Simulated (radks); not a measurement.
Results of a calculation; reference values are marked as such.
Problem. Spherical quantum dot in the effective-mass picture: electrons in a parabolic well V = omega^2 r^2 / 2 with omega = 0.321, with a point charge +2 (a donor) at the centre, all in effective atomic units (hartree* = m*/eps^2 hartree, bohr* = eps/m* bohr), one dielectric constant everywhere. Level of theory: non-relativistic Kohn-Sham, LDA (Slater exchange, Perdew-Wang correlation), spin-polarised, spherical densities (a radial shooting solver with Libxc functionals). Levels are named by radial order and angular momentum (1s, 1p, 1d, 2s, ...), and open shells are averaged over m. Results are scaled to m* = 0.372 and eps = 5.7, for which hartree* = 311.6 meV and bohr* = 0.8108 nm. At N = 4 the configuration is 1s2 1p(up 2, down 0). Does electron 5 go into 1p up or 2s up or 1p down?

Solution. Into 1p up. The total energies of the other choices lie higher by 1.52 meV (2s up), 18.1 meV (1p down).
